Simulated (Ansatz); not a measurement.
Stepwise reaction of `C[SiH](F)N[SiH2]F` with water, as a gas-phase model of exchange steps in deposition or etching. ΔE in kJ/mol.

Program: Ansatz. Geometries: PBE0-D4/def2-TZVP. ΔE: electronic, gas phase. CCSD(T)/CBS adds triple-zeta CCSD(T) − MP2 to the extrapolated MP2 energy (def2 sets, frozen cores). This one scheme is used for every species. DFT in def2-TZVPP. B3LYP here is the variant with VWN-RPA as its local correlation; programs differ in this. Each species was taken in one conformer, which may not be the lowest.

```json
{"step": "1", "reaction": "`C[SiH](F)N[SiH2]F` + H₂O → `C[SiH](F)N[SiH2]O` + H–F", "PBE-D4": "42.0", "B3LYP-D4": "44.1", "ωB97M-V": "44.5", "CCSD(T)/CBS": "44.8"}
```

Q: Give the row of step 2, `C[SiH](F)N[SiH2]O` + H₂O → `C[SiH](O)N[SiH2]O` + H–F. (Estimate.)

A: Computed: 
| step | reaction | PBE-D4 | B3LYP-D4 | ωB97M-V | CCSD(T)/CBS |
| --- | --- | --- | --- | --- | --- |
| 2 | `C[SiH](F)N[SiH2]O` + H₂O → `C[SiH](O)N[SiH2]O` + H–F | 45.9 | 49.2 | 48.0 | 47.8 |

Q: By hand: ΔE of the 2 steps together at CCSD(T)/CBS.

A: (44.8) + (47.8) = 92.6 kJ/mol, or 46.3 kJ/mol a step.

In ΔE the steps differ by no more than 3.0 kJ/mol. All are uphill at CCSD(T)/CBS. PBE-D4 differs from CCSD(T)/CBS by -2.8 to -1.9 kJ/mol a step. Isolated molecules leave out the surface, adducts and barriers. Largest T1 diagnostic: 0.011.
